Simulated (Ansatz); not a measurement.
Ideal-gas functions of `FB1C=CO1` at 800 K and 1 bar, from an Ansatz frequency run at PBE0-D4/def2-TZVP.

Molar mass 71.85 g/mol, point group Cs (symmetry number 1), electronic degeneracy 1, moments of inertia 36.778, 100.174, 136.952 u Å². Harmonic wavenumbers (cm⁻¹, unscaled): 156, 404, 635, 660, 743, 806, 917, 958, 1062, 1107, 1298, 1523, 1608, 3210, 3318.

Use S(trans) = R[1.5 ln M + 2.5 ln T − 1.1517]; rotational temperatures θ = 24.2544 K / I; S(rot) = R[ln(√π/σ · √(T³/θAθBθC)) + 1.5]; for each mode x = 1.438777 ν̃/T, S = R[x/(eˣ − 1) − ln(1 − e⁻ˣ)] and H = RT x/(eˣ − 1); 1 cm⁻¹ = 0.0119627 kJ/mol; R = 8.31446 J/(mol·K).

**Question.** By hand: the entropy, in J/(mol·K).

**Answer.** Translation 182.7. Rotation: θ = 0.6595, 0.2421, 0.1771 K, giving 115.4. Vibration, mode by mode: 18.91, 11.15, 7.65, 7.36, 6.50, 5.92, 5.04, 4.75, 4.09, 3.84, 2.93, 2.13, 1.89, 0.18, 0.15, in all 82.5. Electronic 0.0. Sum 380.6 J/(mol·K).

**Question.** By hand: H − E and G − E in kJ/mol, counted from the electronic energy.

**Answer.** Zero-point energy ½ × 18405 × 0.0119627 = 110.1; thermal vibration 37.1; translation, rotation and pV give 4 RT = 26.6. H − E = 173.8 kJ/mol, and G − E = 173.8 − 800 × 380.6/1000 = -130.7 kJ/mol.

Vibration gives 22 % of the entropy.
